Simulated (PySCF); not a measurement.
PySCF job for O2Si2, SMILES o1[si]2o[si]=21, ADC(2)/aug-cc-pVDZ. Geometry optimised at B3LYP-D3(BJ)/def2-SVP.

```python
import numpy as np
from pyscf import gto, scf, dft, adc

mol = gto.M(
    atom='''
    Si    0.00000000   -0.00000000    1.25336590
    Si    0.00000000    0.00000000   -1.25336590
    O     0.00000000   -1.18014239   -0.00000000
    O     0.00000000    1.18014239    0.00000000
    ''',
    basis='aug-cc-pVDZ',
    charge=0,
    spin=0,
    max_memory=1600,
    verbose=4,
)
mf = scf.RHF(mol)
mf.conv_tol = 1e-10
mf.max_cycle = 100
mf.kernel()
res = {}
for kind, nroots in (('ee', 6), ('ip', 6), ('ea', 2)):
    a = adc.ADC(mf).density_fit('aug-cc-pvdz-ri')
    a.method, a.method_type = 'adc(2)', kind
    e, v, p, x = a.kernel(nroots=nroots)
    res[kind] = (e * 27.211386245988, p)
for kind, (e, p) in res.items():
    print(kind, 'energies / eV', np.round(e, 3), 'strengths', np.round(p, 4))
```

Log of the run:

```
PySCF version 2.14.0

[INPUT] verbose = 4
[INPUT] num. atoms = 4
[INPUT] num. electrons = 44
[INPUT] charge = 0
[INPUT] spin (= nelec alpha-beta = 2S) = 0
[INPUT] symmetry False subgroup None
[INPUT] Mole.unit = angstrom
[INPUT] Symbol           X                Y                Z      unit          X                Y                Z       unit  Magmom
[INPUT]  1 Si     0.000000000000   0.000000000000   1.253365900000 AA    0.000000000000   0.000000000000   2.368518284869 Bohr   0.0
[INPUT]  2 Si     0.000000000000   0.000000000000  -1.253365900000 AA    0.000000000000   0.000000000000  -2.368518284869 Bohr   0.0
[INPUT]  3 O      0.000000000000  -1.180142390000   0.000000000000 AA    0.000000000000  -2.230145905090   0.000000000000 Bohr   0.0
[INPUT]  4 O      0.000000000000   1.180142390000   0.000000000000 AA    0.000000000000   2.230145905090   0.000000000000 Bohr   0.0

nuclear repulsion = 193.434701306378
number of shells = 32
number of NR pGTOs = 170
number of NR cGTOs = 100
basis = aug-cc-pVDZ
ecp = {}


[settings echo left out]
init E= -727.978389325422
  HOMO = -0.239555084134224  LUMO = -0.0220446399732143  gap/eV = 5.91876
cycle= 1 E= -727.564596974134  delta_E= 0.414  |g|= 0.791  |ddm|= 2.64
  HOMO = -0.322266619715121  LUMO = 0.00915118904078804  gap/eV = 9.01834
cycle= 2 E= -727.639214716868  delta_E= -0.0746  |g|= 0.584  |ddm|= 1.21
  HOMO = -0.353925386711138  LUMO = 0.0157365960146394  gap/eV = 10.05901
cycle= 3 E= -727.703925650128  delta_E= -0.0647  |g|= 0.0448  |ddm|= 0.409
  HOMO = -0.349357747124073  LUMO = 0.0216000184677059  gap/eV = 10.09427
cycle= 4 E= -727.705015413177  delta_E= -0.00109  |g|= 0.0111  |ddm|= 0.152
  HOMO = -0.350768086862848  LUMO = 0.0207747286982127  gap/eV = 10.11019
cycle= 5 E= -727.705083315675  delta_E= -6.79e-05  |g|= 0.00247  |ddm|= 0.0388
  HOMO = -0.3507211894838  LUMO = 0.0207419423514685  gap/eV = 10.10803
cycle= 6 E= -727.705087949503  delta_E= -4.63e-06  |g|= 0.000533  |ddm|= 0.0109
  HOMO = -0.350709315173973  LUMO = 0.0207426044984236  gap/eV = 10.10772
cycle= 7 E= -727.705088203718  delta_E= -2.54e-07  |g|= 0.00012  |ddm|= 0.00195
  HOMO = -0.350691205560237  LUMO = 0.0207441729588047  gap/eV = 10.10727
cycle= 8 E= -727.705088217008  delta_E= -1.33e-08  |g|= 2.54e-05  |ddm|= 0.000453
  HOMO = -0.350690327245883  LUMO = 0.0207430516258311  gap/eV = 10.10722
cycle= 9 E= -727.705088217523  delta_E= -5.15e-10  |g|= 5.62e-06  |ddm|= 7.05e-05
  HOMO = -0.350690031806812  LUMO = 0.0207431585575972  gap/eV = 10.10721
cycle= 10 E= -727.705088217549  delta_E= -2.61e-11  |g|= 8.82e-07  |ddm|= 1.98e-05
  HOMO = -0.350689949967605  LUMO = 0.0207431986252473  gap/eV = 10.10721
Extra cycle  E= -727.705088217547  delta_E= 2.05e-12  |g|= 3.84e-07  |ddm|= 1.75e-06
converged SCF energy = -727.705088217547

******** <class 'pyscf.adc.radc.RADC'> ********
******** ADC Orbital Information ********
Number of Frozen Occupied Orbitals: 0
Number of Frozen Virtual Orbitals: 0
Number of Active Occupied Orbitals: 22
Number of Active Virtual Orbitals: 78
*****************************************
******** <class 'pyscf.df.df.DF'> ********
auxbasis = aug-cc-pvdz-ri
Reference correlation energy (doubles): -0.57684568
MP2 correlation energy of reference state (a.u.) = -0.57684568

******** <class 'pyscf.adc.radc_ee.RADCEE'> ********
max_space = 12
max_cycle = 50
conv_tol = 1e-08

*************************************************************
        ADC calculation summary (singlet states only)
*************************************************************
adc(2) root 0  |  Energy (Eh) =   0.1369030885  |  Energy (eV) =   3.72532279  |  Osc. strength = 0.08530217  |  conv = True
adc(2) root 1  |  Energy (Eh) =   0.1781407422  |  Energy (eV) =   4.84745650  |  Osc. strength = 0.00000000  |  conv = True
adc(2) root 2  |  Energy (Eh) =   0.1805517142  |  Energy (eV) =   4.91306239  |  Osc. strength = 0.00000000  |  conv = True
adc(2) root 3  |  Energy (Eh) =   0.1973558430  |  Energy (eV) =   5.37032603  |  Osc. strength = 0.00000000  |  conv = True
adc(2) root 4  |  Energy (Eh) =   0.2360294461  |  Energy (eV) =   6.42268837  |  Osc. strength = 0.06845726  |  conv = True
adc(2) root 5  |  Energy (Eh) =   0.2374856098  |  Energy (eV) =   6.46231260  |  Osc. strength = 0.00000000  |  conv = True

******** <class 'pyscf.adc.radc.RADC'> ********
******** ADC Orbital Information ********
Number of Frozen Occupied Orbitals: 0
Number of Frozen Virtual Orbitals: 0
Number of Active Occupied Orbitals: 22
Number of Active Virtual Orbitals: 78
*****************************************
******** <class 'pyscf.df.df.DF'> ********
auxbasis = aug-cc-pvdz-ri
Reference correlation energy (doubles): -0.57684568
MP2 correlation energy of reference state (a.u.) = -0.57684568

******** <class 'pyscf.adc.radc_ip.RADCIP'> ********
max_space = 12
max_cycle = 50
conv_tol = 1e-08

*************************************************************
        ADC calculation summary (doublet states only)
*************************************************************
adc(2) root 0  |  Energy (Eh) =   0.3223749599  |  Energy (eV) =   8.77226948  |  Spec. factor = 1.80801981  |  conv = True
adc(2) root 1  |  Energy (Eh) =   0.3642188751  |  Energy (eV) =   9.91090040  |  Spec. factor = 1.67257029  |  conv = True
adc(2) root 2  |  Energy (Eh) =   0.3829534466  |  Energy (eV) =  10.42069406  |  Spec. factor = 1.67800712  |  conv = True
adc(2) root 3  |  Energy (Eh) =   0.4147974925  |  Energy (eV) =  11.28721469  |  Spec. factor = 1.82588988  |  conv = True
adc(2) root 4  |  Energy (Eh) =   0.4623521604  |  Energy (eV) =  12.58124311  |  Spec. factor = 1.68567051  |  conv = True
adc(2) root 5  |  Energy (Eh) =   0.4937494371  |  Energy (eV) =  13.43560653  |  Spec. factor = 1.66801924  |  conv = True

******** <class 'pyscf.adc.radc.RADC'> ********
******** ADC Orbital Information ********
Number of Frozen Occupied Orbitals: 0
Number of Frozen Virtual Orbitals: 0
Number of Active Occupied Orbitals: 22
Number of Active Virtual Orbitals: 78
*****************************************
******** <class 'pyscf.df.df.DF'> ********
auxbasis = aug-cc-pvdz-ri
Reference correlation energy (doubles): -0.57684568
MP2 correlation energy of reference state (a.u.) = -0.57684568

******** <class 'pyscf.adc.radc_ea.RADCEA'> ********
max_space = 12
max_cycle = 50
conv_tol = 1e-08

*************************************************************
        ADC calculation summary (doublet states only)
*************************************************************
adc(2) root 0  |  Energy (Eh) =  -0.0156553343  |  Energy (eV) =  -0.42600335  |  Spec. factor = 1.88890112  |  conv = True
adc(2) root 1  |  Energy (Eh) =   0.0116792357  |  Energy (eV) =   0.31780819  |  Spec. factor = 1.90553670  |  conv = True
ee energies / eV [3.725 4.847 4.913 5.37  6.423 6.462] strengths [0.0853 0.     0.     0.     0.0685 0.    ]
ip energies / eV [ 8.772  9.911 10.421 11.287 12.581 13.436] strengths [1.808  1.6726 1.678  1.8259 1.6857 1.668 ]
ea energies / eV [-0.426  0.318] strengths [1.8889 1.9055]
```

The calculation finished and met its thresholds.

Cost: around 3 core-minutes (rough).
